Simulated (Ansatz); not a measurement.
Compare A (`OC([SiH3])([SiH3])S`) with its isomer B (`[SiH3]OCS[SiH3]`).

Isolated molecules relaxed with PBE0-D4/def2-TZVP in Ansatz; ΔE leaves out vibrations. CBS: MP2 limit from def2 TZ/QZ plus the TZ coupled-cluster correction, frozen cores. DFT in def2-TZVPP. B3LYP here is the variant with VWN-RPA as its local correlation; programs differ in this. One conformer a species, not always the lowest.

**Question.** Which is lower in electronic energy at CCSD(T)/CBS, and by how much? (Best estimate.)

**Answer.** Computed: B, by 155.4 kJ/mol.

**Question.** Give E(B) − E(A) in kJ/mol with PBE0-D4, B3LYP-D4, MP2/def2-TZVPP, CCSD(T)/def2-TZVPP, CCSD/def2-TZVPP, B2PLYP, B3LYP. (An estimate is asked.)

**Answer.** Computed: PBE0-D4 -149.9, B3LYP-D4 -158.6, MP2/def2-TZVPP -158.1, CCSD(T)/def2-TZVPP -155.5, CCSD/def2-TZVPP -161.2, B2PLYP -164.3, B3LYP -166.1. None reverses the order clearly.

Largest T1 diagnostic: 0.013.

In def2-TZVPP, CCSD(T) changes the Hartree–Fock value by +38.3 kJ/mol (the triples alone add +5.7 kJ/mol) and MP2 by +35.7 kJ/mol. The D4 term adds +7.5 kJ/mol with B3LYP and +3.6 kJ/mol with PBE0; it sums over pairs of atoms, weighted by their polarisabilities, and B3LYP, whose exchange is more repulsive, gets the larger term.
